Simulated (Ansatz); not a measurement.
Cost and result for the atomization energy of CH7ClFNSi2 (`CN([SiH2]F)[SiH2]Cl`) (13 atoms, 12 bonds).

```xyz
13

C     0.215   -0.729    1.316
N     0.008   -0.051    0.031
Si    0.517   -0.829   -1.405
F    -0.506   -1.975   -1.858
Si   -0.783    1.472    0.064
Cl    0.402    2.893    0.971
H     0.902   -1.570    1.199
H    -0.724   -1.115    1.723
H     0.657   -0.047    2.048
H     0.571    0.169   -2.494
H     1.802   -1.521   -1.157
H    -2.013    1.405    0.886
H    -1.050    1.899   -1.324
```

Total charge 0; spin multiplicity 1. The structure was optimised at the PBE0-D4/def2-TZVP level. It is one conformer, not always the lowest. Program: Ansatz. All runs use 2 threads of an AMD EPYC 7R13 on a shared host and a share of an NVIDIA H100 80 GB. Times are those of one run each, without the atoms' runs, and a repeat can differ threefold. Electronic energies, without spin–orbit coupling; frozen cores. CCSD(T)/CBS adds CCSD(T) − MP2 in def2-TZVPP to the MP2 limit, and its time is that of the two runs behind it. T1 = 0.011. B3LYP takes the VWN-RPA correlation (the form of Gaussian; ORCA's B3LYP/G).

CCSD(T)/CBS is a level of theory with its own doubt, some kJ/mol a heavy atom from the limit and from the frozen cores, so smaller differences don't rank the functionals.

```tsv
level	functions	wall time
PBE-D4/def2-TZVPP (with forces)	317	6 s
r2SCAN-D4/def2-TZVPP (with forces)	317	7 s
PBE0-D4/def2-TZVPP	317	7 s
B3LYP-D4/def2-TZVPP (with forces)	317	8 s
MP2/def2-QZVPP	591	8 s
B2PLYP/def2-TZVPP	317	9 s
ωB97X-V/def2-TZVPP	317	10 s
ωB97M-V/def2-TZVPP (with forces)	317	12 s
CCSD(T)/def2-TZVPP	317	14 s
CCSD(T)/CBS(def2)	–	22 s
```

(1) What atomization energy does each give, and how far from CCSD(T)/CBS? (An estimate is asked.)

## Answers

(1) Ansatz gave: 
```
                             level  atomization (kJ/mol)  difference from CCSD(T)/CBS  per bond
   PBE-D4/def2-TZVPP (with forces)                4660.7                          9.7       0.8
r2SCAN-D4/def2-TZVPP (with forces)                4630.5                        -20.5      -1.7
                PBE0-D4/def2-TZVPP                4605.8                        -45.2      -3.8
 B3LYP-D4/def2-TZVPP (with forces)                4628.7                        -22.3      -1.9
                    MP2/def2-QZVPP                4667.1                         16.1       1.3
                 B2PLYP/def2-TZVPP                4579.1                        -71.9      -6.0
                ωB97X-V/def2-TZVPP                4667.3                         16.3       1.4
  ωB97M-V/def2-TZVPP (with forces)                4657.0                          6.0       0.5
                CCSD(T)/def2-TZVPP                4514.7                       -136.3     -11.4
                 CCSD(T)/CBS(def2)                4651.0                          0.0       0.0
```

In def2-TZVPP, CCSD(T) changes the Hartree–Fock value by +1078.0 kJ/mol (the triples alone add +60.2 kJ/mol) and MP2 by +1148.0 kJ/mol; breaking electron pairs costs correlation energy, which Hartree–Fock lacks. From PBE to PBE0 (25 % exact exchange), in def2-TZVPP and without D4, the atomization energy moves by −49.8 kJ/mol: exact exchange takes away binding that semilocal exchange gives to molecules. The D4 term adds +56.7 kJ/mol with B3LYP and +30.1 kJ/mol with PBE0; it sums over pairs of atoms, weighted by their polarisabilities, and B3LYP, whose exchange is more repulsive, gets the larger term.
